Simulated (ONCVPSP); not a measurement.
## La: one change to an ONCV potential, before and after

| Item | Value |
| --- | --- |
| Element | lanthanum |
| Generator | ONCVPSP 4.0.1 |
| Type | optimised norm-conserving Vanderbilt (ONCV) |
| Functional | LDA (Perdew-Zunger) |
| Relativity | fully relativistic |
| Frozen core | [Kr] 4d10 |
| Valence charge | 11 |
| Reference configuration | 5s2 5p6 5d1 6s1 (charge +1) |
| Partial waves | 5s+6s: rc 2.65 bohr, ncon 3, nbas 6, qcut 5 1/bohr, 3 projectors, debl 3.2 Ha; 5p: rc 1.75 bohr, ncon 4, nbas 9, qcut 5.7 1/bohr, 2 projectors, debl 3.1 Ha; 5d: rc 3.70 bohr, ncon 4, nbas 9, qcut 4.9 1/bohr, 2 projectors, debl 1.5 Ha; f scattering state at 0.28 Ha: rc 3.30 bohr, ncon 5, nbas 8, qcut 3.9 1/bohr, 2 projectors, debl 2.5 Ha |
| Local potential | polynomial inside 1.35 bohr (lpopt 4, dvloc0 0 Ha) |
| Core correction | Teter function fitted to the true core (icmod 2), fcfact 0.45 |

Open shells are filled in proportion to 2j + 1.

In the f channel the program set the typed energies aside and used -0.381, 2.119 Ha (j = l + 1/2; the other j can differ).

Change: functional revPBE. In the f channel the program set the typed energies aside and used -0.367, 2.133 Ha (j = l + 1/2; the other j can differ).

Cutoffs: the cutoffs (Ha) at which the residual kinetic energy of the hardest occupied pseudo-wave falls to 1 and 0.1 mHa per electron; they do not see the model core or the augmentation charge, which bear on the density cutoff. Errors are all-electron minus pseudo energies relative to the spin-unpolarised reference configuration.

Predict the effect on cutoff, ghosts and configuration errors.

The potential gets neither clearly harder nor softer (14 Ha and 23 Ha → 14 Ha and 22 Ha); the errors of the 4 common tests hardly move; the range in which the d3/2 phases agree narrows (upper end 4.8 → 2.5); neither file shows a bound ghost.

```tsv
quantity	base	changed
cutoff, loose	14 Ha	14 Ha
cutoff, tight	23 Ha	22 Ha
loose cutoff by channel	s 7.8 Ha, p 14 Ha, d 6.0 Ha	s 7.8 Ha, p 14 Ha, d 6.0 Ha
bound ghosts	none	none
GHOST(+) flags under 300 eV	s at 101.8 eV, p3/2 at 170.3 eV	s at 105.6 eV, p3/2 at 172.6 eV
error for 5s2 5p6 5d1 6s2, meV [ΔE -6.16 → -5.90 eV]	-0.9	-0.9
error for 5s2 5p6 5d1 6s0, meV [ΔE 11.15 → 10.76 eV]	-2.3	-2.2
error for 5s2 5p6 5d0 6s0, meV [ΔE 30.24 → 29.64 eV]	+4.8	+4.9
error for 5s2 5p6 5d1 6s0 6p2, meV [ΔE -1.13 → -1.15 eV]	+0.8	+0.8
s: phases at 2.69 bohr within 0.05 rad from the reference energy up to (Ha; the scan ends near 5)	3.7	3.8
p3/2: phases at 1.78 bohr within 0.05 rad from the reference energy up to (Ha; the scan ends near 5)	4.2	4.3
p1/2: phases at 1.78 bohr within 0.05 rad from the reference energy up to (Ha; the scan ends near 5)	4.1	4.2
d5/2: phases at 3.76 bohr within 0.05 rad from the reference energy up to (Ha; the scan ends near 5)	2.5	2.4
d3/2: phases at 3.76 bohr within 0.05 rad from the reference energy up to (Ha; the scan ends near 5)	4.8	2.5
f7/2: phases at 3.36 bohr within 0.05 rad from the reference energy up to (Ha; the scan ends near 5)	-0.2	-0.2
f5/2: phases at 3.36 bohr within 0.05 rad from the reference energy up to (Ha; the scan ends near 5)	-0.2	-0.2
rms error of d²Exc/dni dnj with the model core, mHa	3.16	3.51
```

Base: These tests converged, but a pseudo level misses the all-electron one widely, so the file describes the atom poorly there or has found another state: 5s2 5p6 5d1 6s0 6p2: empty 6s by 8.7 eV. Changed file: These tests converged, but a pseudo level misses the all-electron one widely, so the file describes the atom poorly there or has found another state: 5s2 5p6 5d1 6s0 6p2: empty 6s by 8.7 eV.
